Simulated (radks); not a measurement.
Initial-state core-level shifts of neutral caesium when its valence configuration changes from [Xe] 6s1. Calculated with a radial shooting solver on a logarithmic mesh with Libxc functionals: Dirac Kohn-Sham, PBE, spin-unpolarised, spherical densities, finite nucleus; open shells are shared between the two j in proportion to 2j + 1; Fermi nuclear charge, rms radius 4.8041 fm. Shifts are changes of the shell-averaged eigenvalues in eV (positive: less bound); the change of the density at the nucleus, which sets a Mossbauer isomer shift, is in e/bohr^3, on a base of 2.962e+05.

| valence | 1s | 3s | 4d | 5p | density at nucleus |
|---|---|---|---|---|---|
| 6p1 | -1.269 | -1.271 | -1.266 | -1.224 | -7.28 |
| 5d0.5 6s0.5 | -0.079 | -0.063 | -0.057 | -0.057 | -3.91 |
| 5d1 | -0.214 | -0.183 | -0.170 | -0.168 | -7.77 |
| 4f0.5 6s0.5 | -1.884 | -1.882 | -1.878 | -1.847 | -2.51 |
| 4f1 | -3.522 | -3.517 | -3.506 | -3.418 | -6.97 |
